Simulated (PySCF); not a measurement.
Gas-phase reaction: 3 Ge3H8 + F2 = 4 Ge2H6 + GeF2, at 2500 K and a standard pressure of 1 bar. Level: CCSD(T)/def2-SVP†.

Method: PySCF energies plus ideal-gas RRHO corrections (1 bar). † marks an energy on the PBE0/def2-TZVP geometry and frequencies. CCSD(T) freezes the core. All species are closed-shell singlets. Ge: all electrons, no relativistic terms. CCSD(T) isn't extrapolated to the basis-set limit. The harmonic model lacks anharmonicity and excited electronic states, which grow with temperature; levels with a mode under 35 cm⁻¹ are left out. Internal rotation in Ge3H8, Ge2H6 is treated as a harmonic vibration of one conformer, which makes the entropy rough.

```
species       E (Ha)  H(2500 K) − E (kJ/mol)  S°(2500 K) (J/mol/K)
-------  -----------  ----------------------  --------------------
Ge3H8    -6230.73018                   669.0                 808.0
F2        -198.91418                    94.2                 275.8
Ge2H6    -4154.20705                   475.9                 593.8
GeF2     -2274.48095                   146.1                 388.4
```
E: electronic energy; H − E holds the zero-point and thermal terms. 1 Ha = 2625.5 kJ/mol.

Work out ΔH°, ΔS°, ΔG° and log10 K from these numbers.

1. ΔE = 4×(-4154.20705) + 1×(-2274.48095) − 3×(-6230.73018) − 1×(-198.91418) = -0.20443 Ha = -536.7 kJ.
2. Δ(H − E) = 4×(475.9) + 1×(146.1) − 3×(669.0) − 1×(94.2) = -51.5 kJ, so ΔH° = -588.2 kJ.
3. ΔS° = 4×(593.8) + 1×(388.4) − 3×(808.0) − 1×(275.8) = 63.8 J/K; the number of gas molecules changes by +1.
4. ΔG° = ΔH° − TΔS° = -588.2 − 2500×(63.8)/1000 = -747.7 kJ.
5. log10 K = −ΔG°/(RT ln 10) = 15.62, with RT ln 10 = 47.86 kJ/mol; at standard pressures the products are favoured.
6. A shift of 10 kJ in ΔE would move log10 K by 0.21 here.
For scale, ΔH°(298 K) is -542 kJ at this level, -570 kJ at ωB97M-V/def2-TZVP†, and runs from -639 to -519 kJ over the 18 levels computed.
